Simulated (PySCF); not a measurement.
# Dipole response of K⁻ (potassium, charge -1)

[Ar] 4s2, closed-shell 1S. All numbers are calculated (PySCF 2.14, the spin-free X2C one-electron Hamiltonian (Gaussian nucleus), in aug-cc-pwCVTZ-X2C (9s8p6d3f, 84 functions)). Coupled (time-dependent) response in atomic units; α is the mean over directions.

```json
{"method": "UHF", "mean α (bohr³)": "1944", "C₆ (like pair)": "76920", "S(−4)": "3362000"}
```

S(−4) is the Cauchy moment in α(ω) = α(0) + S(−4) ω² + …

α(iu) at UHF:

| u (hartree) | α(iu) (bohr³) |
| --- | --- |
| 0 | 1944 |
| 0.0500 | 492.3 |
| 0.100 | 174.3 |
| 0.200 | 52.79 |
| 0.300 | 26.67 |
| 0.500 | 12.27 |
| 0.750 | 7.059 |
| 1.00 | 4.794 |
| 1.50 | 2.683 |
| 2.00 | 1.712 |
| 3.00 | 0.8646 |
| 5.00 | 0.3461 |

A single London oscillator, α(iu) = α/(1 + u²/ω²), gives C₆ = (3/4) ω α². Matching the computed C₆ needs ω = 4 × 76920 / (3 × 1944²) = 0.0271 hartree.

For an ion, C₆ is the dispersion term alone; charge-induced terms of lower order in 1/R come first.

The outer electron is barely bound at this level, so radii and moments hang on the diffuse functions.
